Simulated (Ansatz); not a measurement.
Reaction (redistribution): `[CH3][Al]([CH3])[InH2]` + `CCSB(O)O` → `[CH3][Al]([CH3])[S]B(O)O` + `C[CH2][InH2]`

Program: Ansatz. Geometries: PBE0-D4/def2-TZVP. ΔE: electronic, gas phase. CBS: MP2 limit from def2 TZ/QZ plus the TZ coupled-cluster correction, frozen cores. Functionals use def2-TZVPP. B3LYP here is the variant with VWN-RPA as its local correlation; programs differ in this. def2 core potentials past Kr. For In outer-core shells are correlated without core-valence functions, which leaves a few kJ/mol of doubt a bond. Each species was taken in one conformer, which may not be the lowest.

| level | ΔE (kJ/mol) | difference from CCSD(T)/CBS |
| --- | --- | --- |
| PBE-D4 | -79.6 | 9.5 |
| r2SCAN-D4 | -88.8 | 0.3 |
| ωB97X-V | -84.8 | 4.3 |
| B2PLYP | -86.1 | 3.0 |
| PBE | -77.6 | 11.5 |
| r2SCAN | -88.4 | 0.7 |
| PBE0 | -79.4 | 9.7 |
| B3LYP | -79.9 | 9.2 |
| HF/def2-TZVPP | -77.9 | 11.2 |
| CCSD/def2-TZVPP | -86.9 | 2.2 |
| CCSD(T)/def2-TZVPP | -89.2 | -0.1 |
| HF/def2-QZVPP | -78.4 | 10.7 |
| MP2/def2-QZVPP | -96.8 | -7.7 |
| SCS-MP2/def2-QZVPP | -91.4 | -2.3 |
| MP2/CBS(def2) | -96.6 | -7.5 |
| CCSD/CBS(def2) | -86.7 | 2.4 |
| CCSD(T)/CBS | -89.1 | 0 |

Largest T1 diagnostic among the species: 0.013.

In def2-TZVPP, CCSD(T) changes the Hartree–Fock value by −11.3 kJ/mol (the triples alone add −2.4 kJ/mol) and MP2 by −18.8 kJ/mol. The D4 term adds −3.3 kJ/mol with B3LYP and −1.7 kJ/mol with PBE0; it sums over pairs of atoms, weighted by their polarisabilities, and B3LYP, whose exchange is more repulsive, gets the larger term.

CCSD(T)/CBS has its own doubt, a few kJ/mol and more with outer-core shells, so smaller differences from it don't rank the levels.
